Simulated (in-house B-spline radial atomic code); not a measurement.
The cobalt ion Co⁶⁺: [Ar] 3d3

Computed with a radial B-spline atomic code at the basis-set limit: non-relativistic PBE0, spin-polarised, spherical fractional occupations, exact exchange averaged over the configuration, point nucleus.

Screening seen three ways: the hydrogenic charge with the same mean radius, Z_r = [3n² - l(l+1)]/(2<r>), the one with the same energy, Z_e = n√(-2ε), and Slater's rules. Values are occupation-weighted means over spin.

| shell | electrons | ε (eV) | <r> (bohr) | Z_r | Z_e | Slater |
| --- | --- | --- | --- | --- | --- | --- |
| 1s | 2 | -7681 | 0.05691 | 26.36 | 23.76 | 26.70 |
| 2s | 2 | -1020.8 | 0.2582 | 23.24 | 17.32 | 22.85 |
| 2p | 6 | -901.06 | 0.226 | 22.13 | 16.28 | 22.85 |
| 3s | 2 | -215.9 | 0.7476 | 18.06 | 11.95 | 15.75 |
| 3p | 6 | -178.24 | 0.7643 | 16.35 | 10.86 | 15.75 |
| 3d | 3 | -120.53 | 0.7804 | 13.45 | 8.93 | 8.30 |

The least bound orbital is 3d up at -120.5 eV, and it is also the most diffuse (<r> = 0.7804 bohr).

The density falls to 0.001 bohr⁻³ at 2.151 bohr; Σ<r²> = 8.0928 bohr² gives, by the non-relativistic formula and without the paramagnetism of open shells, a Langevin diamagnetic susceptibility of -6.409×10⁻⁶ cm³/mol.
